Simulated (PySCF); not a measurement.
# Assigning NMR signals

Geometry:
```json
{"atom": "N1", "x (Å)": "3.555", "y (Å)": "-0.686", "z (Å)": "-0.482"}
{"atom": "C2", "x (Å)": "2.434", "y (Å)": "-0.468", "z (Å)": "-0.331"}
{"atom": "C3", "x (Å)": "1.046", "y (Å)": "-0.201", "z (Å)": "-0.143"}
{"atom": "C4", "x (Å)": "0.144", "y (Å)": "-1.259", "z (Å)": "-0.015"}
{"atom": "C5", "x (Å)": "-1.201", "y (Å)": "-1.004", "z (Å)": "0.168"}
{"atom": "C6", "x (Å)": "-1.627", "y (Å)": "0.311", "z (Å)": "0.221"}
{"atom": "F7", "x (Å)": "-2.924", "y (Å)": "0.559", "z (Å)": "0.399"}
{"atom": "C8", "x (Å)": "-0.755", "y (Å)": "1.378", "z (Å)": "0.096"}
{"atom": "C9", "x (Å)": "0.590", "y (Å)": "1.116", "z (Å)": "-0.087"}
{"atom": "H10", "x (Å)": "0.506", "y (Å)": "-2.278", "z (Å)": "-0.060"}
{"atom": "H11", "x (Å)": "-1.922", "y (Å)": "-1.805", "z (Å)": "0.271"}
{"atom": "H12", "x (Å)": "-1.134", "y (Å)": "2.390", "z (Å)": "0.143"}
{"atom": "H13", "x (Å)": "1.295", "y (Å)": "1.931", "z (Å)": "-0.188"}
```

No solvent model, relativity neglected, averaged over atoms made equivalent by symmetry, fast rotation or ring inversion, one computed conformer. Shieldings: GIAO B97-2/pcSseg-2; structure optimised with PBE0-D3(BJ)/def2-TZVP; PySCF 2.14.0 with density-fitted response routines.

Scale: $^{13}$C and $^{1}$H against TMS (reference shieldings calculated alike).

Task: Assign these signals to the numbered atoms. $^{13}$C{$^{1}$H} NMR (computed): δ 175.2 (C), 143.1 (CH), 124.6 (C), 122.3 (CH), 115.2 (C).

Result: 
| δ (ppm) | atoms | environment | reason |
| --- | --- | --- | --- |
| 175.2 | C6 | aromatic carbon bearing fluorine | σ withdrawal by the attached heteroatom moves it downfield of the ring CH carbons |
| 143.1 | C4/C9 | aromatic CH | – |
| 124.6 | C2 | nitrile carbon | C≡N carbons fall here, among the sp2 signals but without a proton |
| 122.3 | C5/C8 | aromatic CH | – |
| 115.2 | C3 | substituted aromatic carbon | – |

Task: Assign these signals to the numbered atoms. $^{1}$H NMR (300 MHz, computed): δ 7.91 (m, 2H), 7.32 (m, 2H).

Result: 
```tsv
δ (ppm)	atoms	environment	reason
7.91	H10/H13	hydrogen on an aromatic CH	aromatic region
7.32	H11/H12	hydrogen on an aromatic CH	–
```

Splittings by $^{19}$F in the carbon and heteronuclear signals aren't shown, as no couplings were computed. Shifts are as computed. Against solution values, carbons near 30 ppm lie about +3 ppm off and those near 130 ppm about +7 ppm. Of 1211 compounds with measured shifts, 218 miss one by over three times the rms of a fit or turn the order of signals round; such compounds aren't used in these exercises. Multiplicities follow the n + 1 count of equivalent neighbours, as no J values were calculated; m marks all less simple cases, F and P coupling included.
